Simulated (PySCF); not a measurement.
C7H15S, SMILES C[C](C)SC(C)(C)C, doublet at its GFN2-xTB optimised geometry (Å):

```
23

C      2.4508     1.4480    -0.8556
C      1.4580     0.4029    -1.2227
C      1.1484     0.1883    -2.6634
S      0.9406    -0.6764     0.0000
C     -0.9595    -0.6764     0.0000
C     -1.4262     0.7687     0.0000
C     -1.5037    -1.4493    -1.1897
C     -1.3176    -1.3745     1.3043
H      2.5771     1.4953     0.2227
H      2.1209     2.4268    -1.2154
H      3.4262     1.2525    -1.3113
H      2.0230     0.4268    -3.2711
H      0.3347     0.8362    -3.0083
H      0.8632    -0.8440    -2.8545
H     -2.5141     0.8076     0.0373
H     -1.0295     1.2967     0.8645
H     -1.0921     1.2828    -0.8986
H     -1.0309    -2.4268    -1.2580
H     -2.5771    -1.5953    -1.0715
H     -1.3361    -0.9120    -2.1188
H     -2.3990    -1.4043     1.4287
H     -0.9383    -2.3939     1.3049
H     -0.8835    -0.8477     2.1509
```

Computed with unrestricted CAM-B3LYP/def2-SVP (PySCF 2.14.0). Cells within 0.4 Å of a nucleus heavier than hydrogen are left out (blank, or x).

Map of the log10 of the electron density (e/bohr³), floored at −4 on the plane z = 0.0 Å:

```
|00000000000000000000000000000|
|00000000000000000000000000000|
|00000000000000000000000000000|
|00000000000000000000000000000|
|00000000000000000001111000000|
|00000000000000000122322110000|
|00000000111211000233443321000|
|00000012233332111234555432100|
|00001233445543222345676543100|
|00012345566665333356888653210|
|00013567778876434457898754210|
|0002457889x976545556787653210|
|000246799xxx86556666666543200|
|00023567889986667776555432100|
|00013456788987788887643321000|
|00012345678x9888xx87643210000|
|00002334678xx888xx97653200000|
|00012345678988889987643100000|
|00012345567877778887543100000|
|00012345566665567766532000000|
|00002334455554455554421000000|
|00001233344444344443210000000|
|00000112233433222221100000000|
|00000001122322111000000000000|
|00000000011111000000000000000|
|00000000000000000000000000000|
|00000000000000000000000000000|
|00000000000000000000000000000|
|00000000000000000000000000000|
```
Scale: ten equal steps from -4.00 (start of '0') to -0.270 (end of '9'), in the order '0123456789'; x runs from -5.00 to 5.00, y from -5.00 (bottom) to 5.00 (top).
